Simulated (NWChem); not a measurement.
System: THF (C₄H₈O); SMILES C1CCOC1

The following NWChem deck was run.

```
start job
memory heap 200 mb stack 900 mb global 1100 mb
geometry units angstroms
  C     -0.749675     0.971165    -0.222926
  C      0.709059     1.001576     0.221622
  C      1.161945    -0.409671    -0.137284
  O      0.025536    -1.236910    -0.000651
  C     -1.143493    -0.456953     0.138388
  H     -1.377643     1.726554     0.271451
  H     -0.823013     1.131082    -1.310985
  H      1.305560     1.781546    -0.273537
  H      0.775247     1.166114     1.309456
  H      1.967233    -0.783370     0.517129
  H      1.537368    -0.450355    -1.179026
  H     -1.514179    -0.511712     1.181226
  H     -1.934379    -0.864327    -0.513412
end
basis spherical
  * library def2-svp
end
dft
  xc xpbe96 cpbe96
  iterations 150
end
driver
  maxiter 120
end
task dft optimize
task dft freq
```

The level has its own optimisation; frequencies are unscaled. Brackets give each atom's bonded neighbours.

Task: Give the results of this calculation. (PBE/def2-SVP.) Quantities: r C–C [C(CCHH)–C(CCHH)] (Å); r C–C [C(CCHH)–C(CHHO)] (Å); r C–H [C(CCHH)–H(C)] (Å); r C–O (Å); highest harmonic frequency (cm⁻¹); lowest (cm⁻¹); zero-point energy (kcal/mol); dipole (D).

Result: 
```
Quantity                           Result
---------------------------------  ------
r C–C [C(CCHH)–C(CCHH)] (Å)         1.535
r C–C [C(CCHH)–C(CHHO)] (Å)         1.534
r C–H [C(CCHH)–H(C)] (Å)            1.109
r C–O (Å)                           1.429
highest harmonic frequency (cm⁻¹)    3059
lowest (cm⁻¹)                          62
zero-point energy (kcal/mol)         70.9
dipole (D)                           1.68
```
